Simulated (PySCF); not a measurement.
# Electronic structure of Hf (hafnium, neutral) at the r2SCAN level

Configuration: [Xe] 4f14 5d2 6s2, high-spin 3F determinant. All numbers are calculated (PySCF 2.14, scalar relativity through the core potential, in aug-cc-pwCVDZ-PP with ECP60MDF (6s6p5d3f, 70 functions)).

- Total energy: -48.4517 hartree
- One-electron energy: -79.6701 hartree
- Hartree (Coulomb) energy: 37.0867 hartree
- Exchange-correlation energy: -5.8684 hartree
- ⟨S²⟩: 2.0114
- ⟨L²⟩: 12.008
- Sum of ⟨r⟩: 22.62 bohr
- Sum of ⟨r²⟩: 59.31 bohr²
- Traceless quadrupole moment −½Σ⟨3z² − r²⟩ along its main axis: 0.00542 e·bohr²

| shell | electrons | mean orbital energy (eV) | spread (eV) | rms radius, mean of both spins (bohr) |
| --- | --- | --- | --- | --- |
| 5s α | 1 | -67.505 | 0 | 1.22 |
| 5s β | 1 | -66.663 | 0 | 1.22 |
| 5p α | 3 | -36.320 | 0 | 1.45 |
| 5p β | 3 | -35.148 | 0.000 | 1.45 |
| 6s α | 1 | -5.357 | 0 | 3.83 |
| 6s β | 1 | -4.528 | 0 | 3.83 |
| 5d α | 2 | -3.811 | 0.001 | 2.69 |

Energies and moments cover only the electrons outside the core potential. Spin-orbit coupling, absent here, splits the open shell strongly.
